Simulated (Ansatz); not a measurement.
System: C6H12 (charge 0, singlet). 
Structure (B3LYP-D3(BJ)/def2-TZVP (Ansatz, a quantum-chemistry and plane-wave program) minimum search):
SMILES: C=C(C)CCC
```xyz
18

C      2.6686    -0.0738    -0.6135
C      1.1755     0.2182    -0.7266
C      0.3894    -0.2751     0.4955
C     -1.0844     0.0318     0.4429
C     -1.6512     0.8776     1.2995
C     -1.8789    -0.6650    -0.6257
H      3.0978     0.4090     0.2676
H      3.2124     0.2862    -1.4888
H      2.8534    -1.1471    -0.5243
H      0.7824    -0.2492    -1.6330
H      1.0139     1.2943    -0.8384
H      0.5281    -1.3598     0.5829
H      0.8190     0.1697     1.3966
H     -2.7102     1.1023     1.2605
H     -1.0737     1.3727     2.0708
H     -2.9397    -0.4271    -0.5542
H     -1.7622    -1.7503    -0.5484
H     -1.5351    -0.3834    -1.6243
```

Total electronic energies in hartree. Valence correlation only, unless marked. Spin-orbit coupling is left out. No relativistic terms. CBS marks a two-point X^-3 extrapolation of the correlation energy; Hartree-Fock from the larger set. [CCSD(T)-MP2]/basis is that difference in the basis named.

```csv
level,program,energy (Eh)
SVWN5/def2-TZVPD,Ansatz,___
r2SCAN-D3(BJ)/def2-TZVPD,Ansatz + dftd3,___
B3LYP/def2-TZVPD,Ansatz,___
PBE0-D3(BJ)/def2-TZVPD,Ansatz + dftd3,-235.64788
BHLYP/def2-TZVPD,Ansatz,-235.77871
HSE06-D4/def2-TZVPD,Ansatz + dftd4,-235.63083
B2GP-PLYP-D4/def2-TZVPD,Ansatz + dftd4,-235.65178
"RI-MP2/CBS(aug-cc-pVTZ,aug-cc-pVQZ)+[CCSD(T)-MP2]/aug-cc-pVTZ",Ansatz,-235.5305
"CCSD(T)/CBS(cc-pVTZ,cc-pVQZ)",Ansatz,-235.5153
```

Q: Some entries are withheld; supply them.

A: 
- SVWN5/def2-TZVPD, energy (Eh): -233.69102
- r2SCAN-D3(BJ)/def2-TZVPD, energy (Eh): -235.78308
- B3LYP/def2-TZVPD, energy (Eh): -235.94641
